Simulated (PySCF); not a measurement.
## A run, input to output

The script drives PySCF SCF with an in-house response code with single-precision fitted integrals, so total energies wander by about 1e-6 Eh between cycles (the fitting error itself is about 1e-3 Eh and cancels in differences); atoms count from 0. Pop asks for populations, which are stored and not printed.

Spin-orbit coupling, left out here, shifts light nuclei bound to heavy atoms (carbon on iodine by tens of ppm).

Job and coordinates (Å):

```
{"job": {"kind": "nmr", "xc": "KT3", "basis": "pcSseg-1", "pop": false}, "charge": -1, "multiplicity": 1}
Mg    -3.133693    -0.632743    -0.005515
Mg    -0.849200    -1.827767    -2.317533
Mg     0.436577    -0.438176     1.374593
Mg    -1.099705    -1.718244     4.407694
Mg    -2.070870    -3.687643     0.693830
Mg     0.757631     1.662504    -1.888691
Mg     2.365009     2.518780     0.826034
Mg    -1.763202     2.098784     1.747651
Mg     1.243076     1.372704     4.650701
Br    -2.748299    -0.116073     2.774783
Br    -3.631256     1.888224    -0.044845
S     -0.987105    -1.725657    -0.024353
Br     0.942257    -0.420283    -3.397455
S      0.826121    -0.674739     3.594730
S      0.187817     1.774417     0.384256
Br    -1.793700    -3.964589     3.148495
Br     3.158222     2.591379     3.145591
Br    -0.765875     3.080944     3.800767
P      2.642558    -1.545731     0.215823
H      2.673105    -1.807349    -1.146297
H      4.022305    -1.610500     0.352132
H      2.520352    -2.929033     0.508336
P     -1.742580     2.071465    -3.192345
H     -1.933766     1.628551    -4.494814
H     -3.089638     2.318467    -2.988524
H     -1.536400     3.395957    -3.644972
P      2.916715     4.837762    -0.299946
H      3.870258     5.033119    -1.280575
H      2.147639     5.925527    -0.665017
H      3.658469     5.633282     0.623763
P     -1.163509     4.491191     0.498834
H     -0.883826     4.407074    -0.859359
H     -1.545562     5.845255     0.369855
H      0.138213     4.858230     0.821006
P      0.453918    -5.205649     0.515069
H      1.707750    -5.362404     1.153919
H      0.304816    -6.586211     0.410941
H      1.067722    -5.125605    -0.734681
P     -0.802777    -4.130949    -3.448981
H     -1.815079    -4.863311    -4.030399
H     -0.207293    -3.876476    -4.721765
H      0.038223    -5.201693    -3.233515
Br    -3.026799    -0.662821    -2.851081
Br     1.554840     3.885309    -2.652418
Br     1.786385     1.757992     6.945056
Br    -2.025497    -5.387063    -1.212360
Br    -1.799403    -1.904539     6.685242
Br     3.523038     1.042482    -0.864960
Br    -4.526154    -2.691186     0.352879
```

Command:

```bash
OMP_NUM_THREADS=4 python large_run.py task.json out
```

**Question.** What does the program print?

**Answer.** 
```
start: PBE on a coarse grid of 234724 points
cycle   1  E = -38508.2565935972  dE = -1.345e+01  |g| = 2.644e+00  |ddm| = 7.528e+00
cycle   2  E = -38508.2556564556  dE =  9.371e-04  |g| = 1.651e+00  |ddm| = 3.034e+00
cycle   3  E = -38508.5208611266  dE = -2.652e-01  |g| = 5.698e-01  |ddm| = 2.326e+00
cycle   4  E = -38508.6006002162  dE = -7.974e-02  |g| = 1.352e-01  |ddm| = 9.317e-01
cycle   5  E = -38508.6044429195  dE = -3.843e-03  |g| = 4.288e-02  |ddm| = 2.288e-01
cycle   6  E = -38508.6049447567  dE = -5.018e-04  |g| = 9.815e-03  |ddm| = 7.425e-02
final grid: 436114 points
cycle   7  E = -38675.2811926680  dE = -1.346e-01  |g| = 1.611e+00  |ddm| = 1.366e+00
cycle   8  E = -38675.2792842381  dE =  1.908e-03  |g| = 1.445e+00  |ddm| = 1.551e+00
cycle   9  E = -38675.4047116337  dE = -1.254e-01  |g| = 1.500e-01  |ddm| = 1.038e+00
cycle  10  E = -38675.4089437990  dE = -4.232e-03  |g| = 4.212e-02  |ddm| = 2.651e-01
cycle  11  E = -38675.4095207876  dE = -5.770e-04  |g| = 1.080e-02  |ddm| = 8.109e-02
cycle  12  E = -38675.4095612510  dE = -4.046e-05  |g| = 2.800e-03  |ddm| = 1.933e-02
cycle  13  E = -38675.4095543963  dE =  6.855e-06  |g| = 8.209e-04  |ddm| = 5.681e-03
cycle  14  E = -38675.4095630050  dE = -8.609e-06  |g| = 2.152e-04  |ddm| = 1.341e-03
cycle  15  E = -38675.4095600079  dE =  2.997e-06  |g| = 4.948e-05  |ddm| = 3.774e-04
converged SCF energy = -38675.4095600079

GIAO shielding tensors (ppm)
atom      isotropic    diamagn.    paramagn.     s11        s22        s33       span
  0 Mg     536.486     711.524    -175.038    489.322    546.129    574.006     84.684
  1 Mg     508.449     713.206    -204.757    493.725    499.763    531.859     38.134
  2 Mg     503.289     714.813    -211.523    452.747    489.959    567.163    114.416
  3 Mg     514.933     712.879    -197.946    457.077    488.955    598.767    141.690
  4 Mg     533.224     710.127    -176.903    493.898    542.964    562.810     68.911
  5 Mg     531.279     711.668    -180.389    473.837    550.318    569.682     95.845
  6 Mg     508.018     713.757    -205.739    478.421    500.317    545.316     66.895
  7 Mg     541.089     710.250    -169.161    505.791    547.302    570.175     64.385
  8 Mg     516.733     712.595    -195.862    466.042    484.725    599.432    133.391
  9 Br    2415.823    3131.579    -715.756   2293.847   2363.922   2589.699    295.852
 10 Br    2588.216    3131.499    -543.282   2423.565   2537.219   2803.865    380.300
 11 S      753.706    1067.738    -314.032    732.315    748.771    780.033     47.718
 12 Br    2737.047    3132.518    -395.471   2655.814   2736.138   2819.188    163.374
 13 S      809.805    1066.445    -256.640    773.796    823.851    831.767     57.972
 14 S      750.831    1068.679    -317.848    712.969    747.584    791.940     78.971
 15 Br    2738.213    3129.410    -391.197   2637.153   2752.240   2825.244    188.091
 16 Br    2776.059    3131.059    -355.000   2677.868   2815.651   2834.658    156.789
 17 Br    2667.092    3130.126    -463.034   2591.527   2652.828   2756.922    165.395
 18 P      584.643     969.737    -385.094    565.061    589.637    599.232     34.171
 19 H       28.960      33.381      -4.421     26.071     27.748     33.061      6.989
 20 H       28.701      31.713      -3.011     21.836     27.560     36.709     14.873
 21 H       29.024      33.184      -4.159     21.934     26.674     38.465     16.530
 22 P      571.946     967.610    -395.664    563.349    569.244    583.245     19.897
 23 H       29.253      30.137      -0.884     23.354     27.824     36.582     13.228
 24 H       28.442      31.171      -2.729     24.116     28.413     32.797      8.681
 25 H       28.765      28.667       0.098     21.994     27.081     37.219     15.224
 26 P      589.494     966.318    -376.824    580.943    585.400    602.138     21.195
 27 H       28.393      29.658      -1.266     21.842     27.384     35.952     14.110
 28 H       28.436      29.792      -1.356     23.447     27.571     34.290     10.842
 29 H       28.519      24.913       3.606     21.226     25.315     39.015     17.788
 30 P      568.799     969.466    -400.667    560.993    562.113    583.291     22.297
 31 H       28.615      33.106      -4.491     23.899     27.435     34.509     10.611
 32 H       28.837      28.237       0.600     23.126     23.206     40.180     17.054
 33 H       29.387      33.472      -4.084     25.559     28.777     33.826      8.266
 34 P      590.868     968.434    -377.567    559.526    600.560    612.517     52.991
 35 H       29.078      30.056      -0.978     23.004     26.472     37.759     14.754
 36 H       29.437      30.623      -1.186     22.900     27.368     38.042     15.142
 37 H       30.138      32.839      -2.701     27.707     28.820     33.886      6.178
 38 P      599.445     966.324    -366.879    584.783    593.000    620.553     35.770
 39 H       28.098      29.275      -1.177     21.211     27.506     35.576     14.365
 40 H       28.623      27.421       1.202     21.002     26.161     38.708     17.706
 41 H       28.327      30.068      -1.741     22.400     28.100     34.481     12.081
 42 Br    2569.775    3132.840    -563.066   2467.906   2575.860   2665.559    197.653
 43 Br    2496.479    3133.672    -637.193   2325.559   2431.272   2732.607    407.047
 44 Br    2905.689    3129.544    -223.854   2822.851   2842.960   3051.257    228.406
 45 Br    2373.171    3133.269    -760.099   2183.885   2364.648   2570.979    387.093
 46 Br    2909.202    3129.522    -220.320   2810.764   2839.813   3077.028    266.263
 47 Br    2507.753    3133.270    -625.517   2367.435   2520.648   2635.176    267.741
 48 Br    2692.341    3130.899    -438.558   2568.898   2664.263   2843.862    274.965
```

The run took 100 s of wall time on 4 threads of Intel Xeon Platinum 8259CL @ 2.50GHz (shared host), peak memory 1.8 GiB.
